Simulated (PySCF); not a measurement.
Gas-phase reaction: ZrOCl2 + ZrCl4 + H2O = 2 ZrCl3OH

Computed with PySCF (xtb for GFN2) and rigid-rotor harmonic-oscillator thermochemistry at 1 bar. † marks an energy on the PBE0/def2-TZVP geometry and frequencies; other levels use their own. MP2 and CCSD(T) freeze the core. All species are closed-shell singlets. Zr: scalar-relativistic def2 core potential, no spin-orbit coupling. ZrOCl2, ZrCl3OH: computed as isolated molecules; such fragments, hydroxides, amides, oligomers or adducts are transient or little studied in the gas. MP2 isn't extrapolated to the basis-set limit. CCSD(T) isn't extrapolated to the basis-set limit. Warning, large T1 diagnostic: ZrOCl2 (CCSD(T)/def2-SVP†).

| level | ΔH°(298 K), kJ |
|---|---|
| CCSD(T)/def2-SVP† | -314 |
| CCSD(T)/def2-TZVPP† | ? |
| GFN2-xTB | -385 |
| HF/def2-TZVP† | -330 |
| M06-2X/def2-TZVP† | ? |
| MP2/def2-SVP† | ? |
| MP2/def2-TZVPP† | ? |
| PBE/def2-SVP | -310 |
| PBE0/def2-QZVP† | -285 |
| PBE0/def2-TZVP | -291 |
| ωB97M-V/def2-TZVP† | -305 |

Task: Some entries are withheld; supply them.

Result: 
- CCSD(T)/def2-TZVPP†, ΔH°(298 K), kJ: -286
- M06-2X/def2-TZVP†, ΔH°(298 K), kJ: -307
- MP2/def2-SVP†, ΔH°(298 K), kJ: -289
- MP2/def2-TZVPP†, ΔH°(298 K), kJ: -261
